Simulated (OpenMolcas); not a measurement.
Mn III.

```json
{"Program": "OpenMolcas 26.06", "Method": "CASSCF", "Basis": "ANO-RCC-VQZP [7s6p4d3f2g1h]", "Scalar Hamiltonian": "DKH2, point nucleus", "Active space": "5 electrons in 6 orbitals (3d 4s)", "State averaging": "2S+1 = 6 even, 6 roots; 2S+1 = 4 even, 59 roots kept (CI in the orbitals of an earlier block); 2S+1 = 2 even, 101 roots kept (CI in the orbitals of an earlier block)", "Spin-orbit coupling": "RASSI with atomic mean-field integrals over the reference wave functions, term energies averaged over their components"}
```

Levels without dynamic correlation, in cm-1 above 3d5 6S 5/2:

```json
{"Level": "3d5 4G 5/2", "E": "34364"}
{"Level": "3d5 4P 5/2", "E": "39556"}
{"Level": "3d5 4D 7/2", "E": "42773"}
{"Level": "3d5 2I 11/2", "E": "48988"}
```

On this reference, MS-CASPT2, IPEA 0.25 Eh, imaginary shift 0.1 Eh (closed shells correlated: 3s 3p) puts 3d5 4G 5/2 at 26710 cm-1.

Task: Estimate the other levels at that method by one scale factor, and say how well it serves.

Result: The factor is 26710 / 34364 = 0.777. Scaled values beside those that MS-CASPT2 gives and measured ones (Corliss and Sugar, J. Phys. Chem. Ref. Data 6, 1253 (1977)):
| Level | Scaled | MS-CASPT2 | Miss (%) | Measured |
| --- | --- | --- | --- | --- |
| 3d5 4P 5/2 | 30735 | 29170 | +5.4 | 29168 |
| 3d5 4D 7/2 | 33235 | 31920 | +4.1 | 32307 |
| 3d5 2I 11/2 | 38064 | 39350 | -3.3 | 39174 |
For these levels the scaled values miss MS-CASPT2 by up to 5.4 %, as correlation changes each term by its own factor, spin-orbit parts do not scale and CASPT2 has its own spread within terms. This holds within one configuration; levels of others move differently, and the target method has errors of its own against measurement.

Term energies are means over components that CASPT2 splits; among the terms shown or strongly mixed into the levels shown the widest spread is 250 cm-1 (3d5 4G, MS-CASPT2). Over all roots computed the reference weight is 0.88 to 0.94 in MS-CASPT2; the roots of lowest weight are the least certain, and an intruder state may touch them. Terms from blocks run as CI alone lack orbitals of their own. Without dynamic correlation excited terms often stand tens of per cent too high (terms of higher spin than the ground term too low), and those without a measured partner can miss by more than the paired ones (holds for CASSCF). Blocks of more than 70 roots (2S+1 = 2 even) ran without multistate coupling (holds for MS-CASPT2). Computed and measured levels are paired by configuration, term and J; levels that our copy of the source lacks, or whose pairing is in doubt (as where it misses far off the trend of its configuration), stay unpaired and out of the deviations. Levels of configurations outside the active space are missing.
